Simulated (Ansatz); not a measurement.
Job for Ansatz (a program for electronic structure): R-RI-MP2/cc-pV(Q+d)Z on SiH4 (SMILES [SiH4]). The basis file is the Basis Set Exchange's JSON of that set.

Ansatz 0.2 input:
```yaml
crystal:
  periodic: [false, false, false]
  atoms:
    - {symbol: Si, position_ang: [-0.00000000, -0.00000000, 0.00000000]}
    - {symbol: H, position_ang: [0.86054855, 0.86054855, 0.86054855]}
    - {symbol: H, position_ang: [-0.86054855, -0.86054855, 0.86054855]}
    - {symbol: H, position_ang: [-0.86054855, 0.86054855, -0.86054855]}
    - {symbol: H, position_ang: [0.86054855, -0.86054855, -0.86054855]}
basis:
  gaussian:
    orbitals: cc-pV_Q+d_Z.json
    fitting: {mean_field: def2-universal-JKFIT, correlation: cc-pVQZ-RIFIT.json}
magnetization: {spin_polarized: false}
correlation: {method: mp2, electrons: outside_noble_gas}
scf: {lower_state_search: off}
```

Question: What total energy does the run end on?

Answer: -291.4199 hartree.
